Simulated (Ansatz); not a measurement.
C₄H₁₀O₂, charge +1, doublet, at a GFN2-xTB geometry (a state made from the parent by changing its charge; the spin is typed, not shown lowest); MP2/STO-3G run with Ansatz (a first-principles code).

Input for Ansatz:
Ansatz 0.2 input:
```yaml
crystal:
  periodic: [false, false, false]
  atoms:
    - {symbol: C, position_ang: [1.93872063, 0.92530331, 0.48462430]}
    - {symbol: O, position_ang: [0.88704887, 0.79947746, -0.43701396]}
    - {symbol: C, position_ang: [0.63790846, -0.44199274, -0.96608350]}
    - {symbol: C, position_ang: [-0.37598838, -1.26384557, -0.04832548]}
    - {symbol: O, position_ang: [-1.59010730, -0.64014345, -0.03136742]}
    - {symbol: C, position_ang: [-1.71570750, 0.49922645, 0.74757979]}
    - {symbol: H, position_ang: [1.86858279, 0.19551452, 1.30005262]}
    - {symbol: H, position_ang: [1.89829299, 1.93885303, 0.88120230]}
    - {symbol: H, position_ang: [2.90357128, 0.77084822, -0.01367299]}
    - {symbol: H, position_ang: [1.53644868, -1.06164442, -1.05881100]}
    - {symbol: H, position_ang: [0.14627399, -0.29941004, -1.93267344]}
    - {symbol: H, position_ang: [-0.50564688, -2.24863120, -0.50265478]}
    - {symbol: H, position_ang: [0.08568632, -1.33898574, 0.94695391]}
    - {symbol: H, position_ang: [-2.74634723, 0.84400213, 0.66501583]}
    - {symbol: H, position_ang: [-1.43811675, 0.32868410, 1.79591410]}
    - {symbol: H, position_ang: [-1.03387690, 1.28394864, 0.35895398]}
basis:
  gaussian:
    orbitals: STO-3G
total_charge: 1
magnetization: {spin_polarized: true, initial_magnetization: 1}
correlation: {method: mp2, electrons: outside_noble_gas}
accuracy: high
```

What the program printed (banner, timings and long lists left out):

```
Functional definition: HF
910 factors; integrals over basis functions are off by at most 4.7e-9 eV
mean field evaluation 1: about -8238.3716 eV, gradient 1.9e1 eV
mean field evaluation 2: about -8238.8024 eV, gradient 1.9e1 eV
mean field evaluation 4: about -8241.4454 eV, gradient 1.8e0 eV
mean field evaluation 8: about -8241.4934 eV, gradient 4.2e-1 eV
mean field evaluation 16: about -8241.9504 eV, gradient 1.7e-4 eV
mean field evaluation 32: about -8241.6977 eV, gradient 1.5e0 eV
mean field -8241.95043443 eV, -302.8860918705 hartree, gradient 2.0e-8 eV, S^2 0.760842; 2 other end points of the search recorded, 0 dependent functions left out
6 core orbitals not correlated
reference -8241.95043443 eV, -302.8860918705 hartree; 19, 18 occupied and 15, 16 virtual orbitals, 910 factors
second order -7.44643276 eV of doubles, -0.00000000 eV of singles
Total energy: -8249.39686718 eV, -303.1597432270 hartree
```
